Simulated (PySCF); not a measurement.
## Vibration and rotation of ZnCl⁺

RHF-CCSD(T) constants of ZnCl⁺, ¹Σ⁺ (singlet), closed shell (Zn x2c-SVPall, Cl x2c-SVPall; spin-free X2C with a Gaussian nucleus (PySCF 2.14); masses 63.9291 and 34.9689 u):

* ωe: 458.2 cm⁻¹
* ωexe: 1.85 cm⁻¹
* Be: 0.17274 cm⁻¹
* αe: 0.000886 cm⁻¹
* De to Zn⁺ + Cl: 2.49 eV

(1) What force constant and bond length do these constants imply?

(2) Estimate the centrifugal constant D from the Kratzer relation and find the Dunham coefficient a1.

Correlated steps freeze 10 core orbitals. Correlated levels converge slowly with the basis: in double zeta they bind strong bonds too weakly, by up to about 1 eV, and carry superposition errors of some tenths. For an ion De counts to the pair picked by the measured ionisation energies or electron affinities, which need not be the lowest pair at this level. Where the molecule has an RHF reference, its open-shell atoms are computed with UHF.

Results:

(1) Reduced mass μred = 22.604 u; k = 5.8918×10⁻⁷·μred·ωe² (u, cm⁻¹, mdyn/Å) = 2.80 mdyn/Å; Re = √(16.8576/(μred·Be)) (u, cm⁻¹, Å) = 2.078 Å.

(2) D = 4Be³/ωe² = 9.82e-08 cm⁻¹; a1 = −1 − αeωe/(6Be²) = -3.27.
